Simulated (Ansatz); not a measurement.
Isolated molecules relaxed with PBE0-D4/def2-TZVP in Ansatz; ΔE leaves out vibrations. CBS: MP2 limit from def2 TZ/QZ plus the TZ coupled-cluster correction, frozen cores. This one scheme is used for every species. DFT in def2-TZVPP. B3LYP here is the variant with VWN-RPA as its local correlation; programs differ in this. For Se outer-core shells are correlated without core-valence functions, which leaves a few kJ/mol of doubt a bond. Scalar relativity is left out up to krypton. One conformer a species, not always the lowest.

Reaction (formal exchange of groups at a B–F bond): `CB(F)[SeH]` + CH₄ → `CB(C)[SeH]` + H–F

| level | ΔE (eV) |
| --- | --- |
| B3LYP-D4 | 1.45 |
| BHLYP-D4 | 1.47 |

(1) What does CCSD(T)/CBS give? (An estimate is asked.)

(2) What do rigid-rotor, harmonic-oscillator terms from PBE0-D4/def2-TZVP frequencies (298.15 K, 1 bar) make of the CCSD(T)/CBS value? (Estimate.)

Largest T1 diagnostic among the species: 0.011.

Answers

(1) Ansatz gave: +1.32 eV. The listed levels differ from it by 0.13, 0.15 eV.

(2) Ansatz gave: ΔZPE = -0.04 eV, ΔH = +1.29 eV, ΔS = 4 J/(mol·K), ΔG = +1.28 eV.

In def2-TZVPP, CCSD(T) changes the Hartree–Fock value by −0.23 eV (the triples alone add −0.02 eV) and MP2 by −0.28 eV. From r2SCAN to r2SCAN0 (25 % exact exchange), in def2-TZVPP and without D4, ΔE moves by −0.03 eV.
